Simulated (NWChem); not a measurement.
System meant: CH3Cl2InO; SMILES C[O][In]([Cl])[Cl]

Here is an NWChem input.

```
start job
memory heap 200 mb stack 900 mb global 1100 mb
geometry units angstroms noautoz
  In    -0.043576     0.124435    -0.038357
  Cl    -0.043424     2.440752     0.079208
  Cl     1.943262    -1.061091    -0.350727
  O     -1.737685    -0.883085     0.104676
  C     -1.799238    -2.284924     0.084544
  H     -2.133737    -2.670566     1.064835
  H     -2.534115    -2.612577    -0.672301
  H     -0.837856    -2.777173    -0.153882
end
basis spherical
  In library def2-svp
  Cl library def2-svp
  O library def2-svp
  C library def2-svp
  H library def2-svp
end
dft
  xc xpbe96 cpbe96
  iterations 150
  mulliken
end
task dft energy
```

End of the output:

```
             Grid Information
             ----------------
          Grid used for XC integration:  medium
          Radial quadrature: Mura-Knowles
          Angular quadrature: Lebedev.
          Tag              B.-S. Rad. Rad. Pts. Rad. Cut. Ang. Pts.
          ---              ---------- --------- --------- ---------
          In                  1.55      123          11.0       590
          Cl                  1.00       88          13.0       590
          O                   0.60       49          10.0       434
          C                   0.70       49          11.0       434
          H                   0.35       45          12.0       434
          Grid pruning is: on
          Number of quadrature shells:   532
          Spatial weights used:  Erf1

          Convergence Information
          -----------------------
          Convergence aids based upon iterative change in
          total energy or number of iterations.
          Levelshifting, if invoked, occurs when the
          HOMO/LUMO gap drops below (HL_TOL):  1.00D-02
          DIIS, if invoked, will attempt to extrapolate
          using up to (NFOCK): 10 stored Fock matrices.

                    Damping( 0%)  Levelshifting(0.5)       DIIS
                  --------------- ------------------- ---------------
          dE  on:    start            ASAP                start
          dE off:    2 iters        150 iters           150 iters

      Screening Tolerance Information
      -------------------------------
          Density screening/tol_rho:  1.00D-10
          AO Gaussian exp screening on grid/accAOfunc:  14
          CD Gaussian exp screening on grid/accCDfunc:  20
          XC Gaussian exp screening on grid/accXCfunc:  20
          Schwarz screening/accCoul:  1.00D-08

      Superposition of Atomic Density Guess
      -------------------------------------

      charge =      49.0 In (Indium)

      symmetry species            s     p     d     f
      number of basis functions =10     7     6
      number of cont. functions = 4     4     2
      number of closed shells   = 5     3     2
      number of open shells     = 0     1     0
      open shell occupation     = 0     1     0
 ------------------------------------------------------------------------
 atomscf:atomd: error in atom scf                   0
 ------------------------------------------------------------------------
 ------------------------------------------------------------------------
  current input line :
    25: task dft energy
 ------------------------------------------------------------------------
 ------------------------------------------------------------------------
 This error has not yet been assigned to a category
 ------------------------------------------------------------------------
 For more information see the NWChem manual at https://nwchemgit.github.io

0:atomscf:atomd: error in atom scf:Received an Error in Communication
```

### Question
Find the fault in this run and fix the input.

### Answer
The run crashed. Cause: the def2 basis of a heavy element holds valence functions alone and wants its effective core potential (without it all electrons must fit into that basis). This input runs:
```
start job
memory heap 200 mb stack 900 mb global 1100 mb
geometry units angstroms noautoz
  In    -0.043576     0.124435    -0.038357
  Cl    -0.043424     2.440752     0.079208
  Cl     1.943262    -1.061091    -0.350727
  O     -1.737685    -0.883085     0.104676
  C     -1.799238    -2.284924     0.084544
  H     -2.133737    -2.670566     1.064835
  H     -2.534115    -2.612577    -0.672301
  H     -0.837856    -2.777173    -0.153882
end
basis spherical
  * library def2-svp
end
ecp
  In library def2-ecp
end
dft
  xc xpbe96 cpbe96
  iterations 150
  mulliken
end
task dft energy
```
It converges to -1224.87164 Ha (PBE/def2-SVP with def2 effective core potentials on In).
